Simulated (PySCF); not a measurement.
H3O, charge +1. Atoms are numbered in the order given.

```xyz
4

O      0.0000     0.0000     0.0742
H      0.8173     0.4719    -0.1977
H      0.0000    -0.9438    -0.1977
H     -0.8173     0.4719    -0.1977
```
Charge +1, spin multiplicity 1.

Geometry: B3LYP-D3(BJ)/def2-TZVPD.

These are B3LYP-D3(BJ)/def2-TZVPD in PySCF values and carry that method's errors.

No scaling factor is applied to the harmonic values.

Modes within 1.5 cm⁻¹ of each other (mostly degenerate sets) share a row, with their intensities summed.

| mode | ν (cm⁻¹) | IR (km/mol) | Raman (Å⁴/amu) | depolarisation | moving atoms (share of kinetic energy) |
|---|---|---|---|---|---|
| 1 | 818 | 447.5 | 0.3 | 0.14 | H 85 %, O 15 % |
| 2–3 | 1666 | 209.4 | 2.8 | 0.75 | H 94 % |
| 4 | 3548 | 28.4 | 63.4 | 0.03 | H 99 % |
| 5–6 | 3635 | 939.5 | 19.8 | 0.75 | H 92 % |
